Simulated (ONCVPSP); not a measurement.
Varying the ONCV potential for ruthenium (Ru)

Base potential:

Ru (Z = 44), optimised norm-conserving Vanderbilt (ONCV), made with ONCVPSP 4.0.1 (PBEsol, scalar-relativistic). Core [Ar] 3d10, reference 4s2 4p6 4d7.5 5s0.5. Waves: 4s+5s: rc 1.70 bohr, ncon 3, nbas 7, qcut 6.9 1/bohr, 2 projectors; 4p: rc 1.15 bohr, ncon 5, nbas 10, qcut 7.4 1/bohr, 2 projectors, debl 2.5 Ha; 4d: rc 1.35 bohr, ncon 3, nbas 8, qcut 7 1/bohr, 1 projector; f scattering state at 0.18 Ha: rc 1.75 bohr, ncon 3, nbas 7, qcut 7.4 1/bohr, 2 projectors, debl 1.1 Ha. Local part: polynomial inside 0.75 bohr (lpopt 5, dvloc0 0 Ha). Core correction: none.

Cutoffs, loose and tight: the cutoffs (Ha) at which the residual kinetic energy of the hardest occupied pseudo-wave falls to 1 and 0.1 mHa per electron. They do not see the model core or the augmentation charge, which bear on the density cutoff. Test errors are all-electron minus pseudo excitation energies from the reference, over the configurations 4s2 4p6 4d7 5s1; 4s2 4p6 4d7 5s0; 4s2 4p6 4d6 5s0; 4s2 4p6 4d7 5s0 5p1. A dash means not determined; rows that change the core or the reference have their own tests.

A true bound ghost makes a file unfit for plane-wave use even where its test errors are small: the radial tests pick states by their node count and pass the ghost by.

| change | outcome | cutoff, loose | cutoff, tight | bound ghosts | GHOST(+) flags above zero | largest test error (meV) |
| --- | --- | --- | --- | --- | --- | --- |
| base | generated | 90 Ha | 236 Ha | s | none | +29 |
| all radii scaled by about 0.79 (s 1.34, p 0.90, d 1.06, f 1.38 bohr); local potential polynomial inside 0.58 bohr (lpopt 5, dvloc0 0 Ha) | generated | 360 Ha | 423 Ha | s | p, f | -4.5 |
| all radii scaled by about 0.86 (s 1.46, p 1.00, d 1.16, f 1.50 bohr); local potential polynomial inside 0.64 bohr (lpopt 5, dvloc0 0 Ha) | generated | 60 Ha | 178 Ha | s | p, f | -3.1 |
| all radii scaled by about 0.92 (s 1.56, p 1.06, d 1.24, f 1.62 bohr); local potential polynomial inside 0.70 bohr (lpopt 5, dvloc0 0 Ha) | generated | 92 Ha | 264 Ha | s | p, f | -3.2 |
| all radii scaled by about 1.18 (s 2.02, p 1.36, d 1.60, f 2.06 bohr); local potential polynomial inside 0.88 bohr (lpopt 5, dvloc0 0 Ha) | generated | 27 Ha | 155 Ha | none | s | -3.8 |
| all radii scaled by about 1.30 (s 2.20, p 1.50, d 1.76, f 2.28 bohr); local potential polynomial inside 0.98 bohr (lpopt 5, dvloc0 0 Ha) | generated | 21 Ha | 54 Ha | none | s | -3.9 |

**Question.** What comes out with this change to the base: all radii scaled by about 1.21 (s 2.06, p 1.40, d 1.64, f 2.12 bohr); local potential polynomial inside 0.92 bohr (lpopt 5, dvloc0 0 Ha)?

**Answer.** outcome: generated; cutoff, loose: 25 Ha; cutoff, tight: 134 Ha; bound ghosts: none; GHOST(+) flags above zero: s; largest test error (meV): -3.8.

**Question.** What comes out with this change to the base: all radii scaled by about 1.08 (s 1.82, p 1.24, d 1.46, f 1.88 bohr); local potential polynomial inside 0.80 bohr (lpopt 5, dvloc0 0 Ha)?

**Answer.** outcome: generated; cutoff, loose: 53 Ha; cutoff, tight: 201 Ha; bound ghosts: s; GHOST(+) flags above zero: none; largest test error (meV): -3.4.

Reading the sweep of the scale of all radii (base = 1) (base included, trends over the rows without a ghost): Bound ghosts are found at 0.79, 0.86, 0.92, 1, 1.08.
